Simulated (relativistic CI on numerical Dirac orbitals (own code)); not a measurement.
**Cr2+: calculation against measurement**

Computed by Dirac-Coulomb-Breit CI, separate exchange-only KLI orbitals for each configuration, QED by a radiative potential, valence Slater integrals scaled by 0.85, configuration energies shifted to the measured levels that pair with them (semi-empirical) (own radial code, finite nucleus).

Configuration list (outside the closed core [Ne] 3s2): 3p6 3d4, 3p6 3d3 4s, 3p6 3d3 4p, 3p6 3d2 4s2, 3p6 3d3 4d, 3p6 3d3 5s, 3p6 3d3 5p, 3p6 3d2 4s 4p, 3p6 3d3 4f, 3p6 3d3 5d, 3p6 3d3 5f, 3p6 3d3 5g, 3p5 3d5, 3p6 3d2 4p2, 3p6 3d2 4s 4d. Levels of other configurations are missing.

```tsv
Configuration	Term (tabulated)	J	Measured (cm⁻¹)	Computed	Error	Purity (%)
3p6 3d4	5D	0	0.0	0	0	100
3p6 3d4	5D	1	62.2	56	-6	100
3p6 3d4	5D	2	183.2	165	-18	100
3p6 3d4	5D	3	356.6	323	-33	100
3p6 3d4	5D	4	576.1	524	-53	100
3p6 3d4	3P2	0	16771.4	18000	1229	99
3p6 3d4	3P2	1	17168.6	18354	1186	100
3p6 3d4	3H	4	17273.7	16832	-442	99
3p6 3d4	3H	5	17396.9	16938	-459	99
3p6 3d4	3H	6	17530.7	17053	-478	100
3p6 3d4	3P2	2	17851.2	18979	1127	100
3p6 3d4	3F2	2	18451.8	19244	793	100
3p6 3d4	3F2	3	18511.2	19294	783	98
3p6 3d4	3F2	4	18583.4	19360	777	97
3p6 3d4	3G	3	20703.6	21166	462	98
3p6 3d4	3G	4	20853.0	21300	447	97
3p6 3d4	3G	5	20996.0	21424	428	99
3p6 3d4	1G2	4	25138.9	26596	1457	99
3p6 3d4	3D	3	25726.4	27450	1724	100
3p6 3d4	3D	2	25780.9	27499	1718	99
3p6 3d4	3D	1	25848.3	27562	1713	100
3p6 3d4	1I	6	26014.9	25419	-596	100
3p6 3d4	1S2	0	27372.3	30937	3565	100
3p6 3d4	1D2	2	32152.0	33054	902	99
3p6 3d4	1F	3	37005.2	38354	1349	99
3p6 3d4	3F1	4	43286.7	44605	1319	99
3p6 3d4	3F1	2	43304.5	44616	1311	99
3p6 3d4	3F1	3	43322.2	44634	1312	99
3p6 3d4	3P1	2	43442.0	45269	1827	99
3p6 3d4	3P1	1	43916.6	45708	1791	99
3p6 3d4	3P1	0	44141.4	45916	1775	99
3p6 3d3 4s	5F	1	49492.5	49073	-419	100
3p6 3d3 4s	5F	2	49628.2	49200	-429	100
3p6 3d4	1G1	4	49768.7	50751	983	99
3p6 3d3 4s	5F	3	49828.9	49386	-442	100
3p6 3d3 4s	5F	4	50091.2	49631	-460	100
3p6 3d3 4s	5F	5	50410.1	49929	-481	100
3p6 3d3 4s	3F	2	56651.4	56312	-340	99
3p6 3d3 4s	3F	3	56993.1	56630	-363	99
3p6 3d3 4s	3F	4	57423.4	57032	-391	99
3p6 3d3 4s	5P	1	63045.7	63679	633	100
3p6 3d3 4s	5P	2	63174.3	63801	627	99
3p6 3d3 4s	5P	3	63421.9	64034	612	100
3p6 3d4	1D1	2	65763.2	68098	2334	98
3p6 3d3 4s	3G	3	65892.4	65725	-168	100
3p6 3d3 4s	3G	4	66030.0	65851	-179	99
3p6 3d3 4s	3G	5	66225.1	66030	-195	99
3p6 3d3 4s	3P †	0	69601.5	71057	1456	99
3p6 3d3 4s	1G	4	69659.7	69451	-209	90
3p6 3d3 4s	3P †	1	69781.9	70967	1185	97
3p6 3d3 4s	3P †	2	70191.0	70688	497	93
3p6 3d3 4s	3P	2	70292.9	71183	890	96
3p6 3d3 4s	3P †	1	70345.6	70508	163	95
3p6 3d3 4s	3P †	0	70487.0	70324	-163	99
3p6 3d3 4s	3D	1	70981.3	72132	1151	92
3p6 3d3 4s	3D	3	71323.1	72528	1205	100
3p6 3d3 4s	3D	2	71323.3	72417	1093	92
3p6 3d3 4s	3H	4	71677.2	70597	-1080	90
3p6 3d3 4s	3H	5	71737.6	70608	-1129	99
3p6 3d3 4s	3H	6	71870.2	70728	-1142	100
3p6 3d3 4s	1P	1	73881.5	74395	514	94
3p6 3d3 4s	1D	2	74788.9	76099	1310	98
3p6 3d3 4s	1H	5	75351.6	74202	-1149	99
3p6 3d3 4s	3F	4	84374.1	84802	428	100
3p6 3d3 4s	3F	3	84484.8	84909	424	100
3p6 3d3 4s	3F	2	84572.5	84993	421	100
3p6 3d3 4s	1F	3	87770.7	88427	656	99
3p6 3d3 4p	5G°	2	93766.2	93766	0	100
```

Measured levels from Sugar and Corliss, J. Phys. Chem. Ref. Data 6, 317 (1977); pairs were made by configuration, J and term (by order where the table uses no LS term), so strongly mixed levels may be paired wrongly.

Mean error by configuration (cm⁻¹): 3p6 3d4 945; 3p6 3d3 4s 48; 3p6 3d3 4p 0. Over the excited levels the mean absolute error is 854 cm⁻¹ (67 of the 67 excited levels that our extract of the source holds in range could be paired), and the median relative error of those above 1,000 cm⁻¹ is 1.7 %, both after the shifts were fitted to these levels, so that a configuration with one level shows no error. † marks terms whose computed intervals miss the measured ones by more than a factor of 2.5, or configurations far off the rest, from wrong mixing, a near crossing or a doubtful label or measurement; they are left out of the means.

Configurations whose levels could be paired with our table of measured levels were shifted onto them, all but the ground configuration, by the median error of their levels; single terms can still be off by 1,000 to 2,000 cm⁻¹ or more, and rates follow the energies as ν³ (E1, M1) or ν⁵ (E2). The others borrow a shift and can be off by several thousand cm⁻¹ or more. The fine structure of a lone outer electron comes out too small, for d and f at times inverted, and misplaced configurations move strength between like terms. 67 of the 67 excited levels that our extract of the measured tables holds in this range could be paired (the sources list more); they are missed by 842 cm⁻¹ on average and 3565 at most, after the shifts were fitted to these levels, and levels without a partner can miss by more.

Shifts applied (cm⁻¹): 3p6 3d4 0; 3p6 3d3 4s -376; 3p6 3d3 4p 814.
